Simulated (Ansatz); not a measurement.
Al₆As, relaxed as a doublet with UKS PBE0-D4/def2-SVP in Ansatz, starting from the GFN2-xTB geometry. Force threshold 0.02 eV/Å.

Another isomer (doublet) lies 0.04 eV lower at PBE0-D4/def2-TZVP; other spin states weren't run for this one.

Start:

```xyz
7

As   -1.241    1.263    0.542
Al   -0.205   -0.157    2.283
Al   -1.792   -1.084    0.134
Al    0.045   -0.584   -1.704
Al    1.165    1.749   -2.103
Al    1.386    0.677    0.338
Al    0.641   -1.863    0.509
```

| step | energy (eV) | largest force component (eV/Å) | SCF passes |
| --- | --- | --- | --- |
| 1 | -100377.8062 | 1.051 | 66 |
| 2 | -100378.2588 | 0.572 | 43 |
| 3 | -100378.4085 | 0.321 | 49 |
| 4 | -100378.4615 | 0.226 | 53 |
| 5 | -100378.5165 | 0.151 | 49 |
| 6 | -100378.5390 | 0.121 | 41 |
| 7 | -100378.5461 | 0.119 | 35 |
| 8 | -100378.5492 | 0.076 | 38 |
| 9 (rejected) | -100378.5435 | 0.184 | 34 |
| 10 | -100378.5511 | 0.012 | 35 |

Force components are those of the run's own axes.

End:

```tsv
atom	x (Å)	y (Å)	z (Å)
As1	-0.957	1.250	0.076
Al2	-0.196	0.021	2.107
Al3	-1.810	-1.089	0.147
Al4	0.083	-0.629	-1.553
Al5	0.728	2.185	-1.829
Al6	1.599	0.415	0.290
Al7	0.553	-2.152	0.762
```

Bonds formed: As1–Al4, As1–Al5 (atoms count from 1).

No frequencies were taken in this run, so the end may be a saddle point.

It took 70 s on 4 threads of Arm Neoverse V2 on a shared host, peak host memory 0.69 GiB.
